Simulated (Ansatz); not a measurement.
```yaml
crystal:
  periodic: [false, false, false]
  atoms:
    - {symbol: Zn, position_ang: [-1.192840, 0.062475, -0.507291]}
    - {symbol: Te, position_ang: [-0.914252, -0.341763, 2.107694]}
    - {symbol: Zn, position_ang: [1.192840, -0.062476, 0.507292]}
    - {symbol: Te, position_ang: [0.914252, 0.341754, -2.107694]}
basis:
  gaussian: {orbitals: def2-SVPD}
magnetization: {spin_polarized: true, initial_magnetization: 2}
hamiltonian: {xc: {name: BLYP}, dispersion: d3bjatm}
scf: {omitted_lower_state_checks: [starts]}
```

```sh
$ ansatz run in.yaml --threads 4 --pin off --events-out ev --progress --plain --max-ram 3916MiB
```

Output, abridged:

```
Functional definition: BLYP
1518 factors; their error is unknown
mean field evaluation 1: about -111409.2615 eV, gradient 4.5e1 eV
mean field evaluation 2: about -111387.7495 eV, gradient 8.3e1 eV
mean field evaluation 4: about -111414.7577 eV, gradient 6.8e0 eV
mean field evaluation 8: about -111415.1720 eV, gradient 1.5e0 eV
mean field evaluation 16: about -111415.1480 eV, gradient 1.2e-3 eV
mean field -111415.14804825 eV, -4094.4311708735 hartree, gradient 9.3e-6 eV, S^2 2.004452; 0 other end points of the search recorded, 0 dependent functions left out
reference -111415.14834889 eV, -4094.4311819218 hartree; 55, 53 occupied and 83, 85 virtual orbitals, 1518 factors
Total energy: -111415.64745448 eV, -4094.4495237141 hartree
Checks for a lower state left out: starts
```

Run time 6.5 s (4 threads of Arm Neoverse V1 on a shared host).

In the def2 sets Te takes a core potential; there is no spin–orbit coupling.
